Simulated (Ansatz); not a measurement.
One change: `[SiH3]OC[TeH]` becomes `[SiH3]OC[SiH2]Cl`.

Ansatz, PBE0-D4/def2-TZVP geometries, multiplicity 1. Each molecule was computed in one conformer, which needn't be the lowest.

Elements past krypton have def2 core potentials.

```json
{"property": "HOMO–LUMO gap (B3LYP/def2-TZVPP) / eV", "`[SiH3]OC[TeH]`": "5.11"}
{"property": "HOMO energy (PBE0/def2-TZVPP) / eV", "`[SiH3]OC[TeH]`": "-6.37"}
{"property": "HOMO energy (ωB97M-V/def2-TZVPP) / eV", "`[SiH3]OC[TeH]`": "-8.51"}
{"property": "size of the dipole moment (PBE/def2-TZVPP) / D", "`[SiH3]OC[TeH]`": "0.84"}
{"property": "size of the dipole moment (ωB97M-V/def2-TZVPP) / D", "`[SiH3]OC[TeH]`": "0.84"}
{"property": "HOMO energy (B3LYP/def2-TZVPP) / eV", "`[SiH3]OC[TeH]`": "-6.16"}
```

Q: What does the change do to each property? (An estimate is asked.)

A: The calculation gave: 
| property | `[SiH3]OC[SiH2]Cl` | shift |
| --- | --- | --- |
| HOMO–LUMO gap (B3LYP/def2-TZVPP) / eV | 7.70 | 2.59 |
| HOMO energy (PBE0/def2-TZVPP) / eV | -8.43 | -2.06 |
| HOMO energy (ωB97M-V/def2-TZVPP) / eV | -10.70 | -2.19 |
| size of the dipole moment (PBE/def2-TZVPP) / D | 1.21 | 0.37 |
| size of the dipole moment (ωB97M-V/def2-TZVPP) / D | 1.20 | 0.36 |
| HOMO energy (B3LYP/def2-TZVPP) / eV | -8.21 | -2.05 |

With PBE0 the HOMO falls by 2.06 eV and the LUMO rises by 0.49 eV, so the gap widens by about 2.55 eV. PBE moves the HOMO by -1.68 eV and ωB97M-V by -2.19 eV. Dipoles are sizes alone; their direction can turn.

B3LYP here is the variant with VWN-RPA as its local correlation; programs differ in this.

Spin–orbit coupling is left out; it splits and shifts lone-pair levels of the heavy atoms by tenths of an eV.
